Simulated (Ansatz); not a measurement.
System: HBOF, charge 0, doublet. HBOF (SMILES [O]BF, doublet).
B3LYP-D3(BJ)/def2-TZVP minimum from Ansatz (a first-principles code):
```xyz
4

B     -0.3548     0.0593    -0.1697
H     -1.4301     0.2698    -0.6753
F      0.3283     1.0031     0.4588
O      0.0312    -1.1993    -0.3257
```
Charge 0, spin multiplicity 2.

Hartree-Fock and CCSD correlation energies in hartree (Ansatz). Radicals and triplets start from unrestricted determinants; spin-orbit coupling is neglected. Cores are frozen in correlated methods. No relativity.

| basis | X | E(HF) | E(corr, CCSD) |
|---|---|---|---|
| cc-pVTZ | 3 | -199.70440 | -0.55287 |
| cc-pVQZ | 4 | -199.72016 | -0.59550 |
| cc-pV5Z | 5 | -199.72409 | withheld |

Problem. Fit E(corr) = E∞ + A/X³ to X = 3 and 4, predict X = 5, and compare with the run.

Solution. A = (-0.55287 - (-0.59550))/(1/27 - 1/64) = 1.9909; E∞ = -0.59550 - A/64 = -0.62661; at X = 5, E∞ + A/125 = -0.61068. The run gave -0.61066, 0.02 mEh above the prediction. The same form on X = 4 and 5 gives E∞ = -0.62657, 0.04 mEh above the first estimate.
